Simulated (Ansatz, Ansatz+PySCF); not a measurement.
```xyz
5

C    -0.0144   -0.0466   -0.6295
F    -0.0296   -0.0257    0.7758
H     0.0243   -1.0750   -0.9768
H    -0.9243    0.5199   -1.0386
H     0.9044    0.4687   -1.0010
```

Basis set: def2-SVP (spherical functions). Frozen core: 2 orbitals. Charge 0, multiplicity 1.

Computed with Ansatz (development build ahead of 0.2.0); each method stands on the lowest determinant of its kind that the runs found. Restricted open shells among the atoms or ions are ROHF, correlated in semicanonical orbitals with singles. Restricted functionals stand beside restricted open-shell atoms, which can lie above the unrestricted atoms usual in DFT and then raise those values.

Problem. Give the atomization energy at this shape (free ground-state atoms in the same class of orbitals less the molecule, no zero-point energy) of singlet CH3F by ωB97X (restricted), ωB97X (unrestricted), r²SCAN (restricted), r²SCAN (unrestricted), PBE0 (unrestricted), PBE0 (restricted), PBE (unrestricted), PBE (restricted), RHF-CCSD(T), RHF-MP2, RHF, UHF.

Solution.

```csv
method,atomization energy
ωB97X (restricted),422.90 kcal/mol
ωB97X (unrestricted),420.30 kcal/mol
r²SCAN (restricted),423.76 kcal/mol
r²SCAN (unrestricted),420.63 kcal/mol
PBE0 (unrestricted),420.18 kcal/mol
PBE0 (restricted),422.18 kcal/mol
PBE (unrestricted),429.48 kcal/mol
PBE (restricted),430.98 kcal/mol
RHF-CCSD(T),401.05 kcal/mol
RHF-MP2,403.74 kcal/mol
RHF,317.11 kcal/mol
UHF,312.31 kcal/mol
```
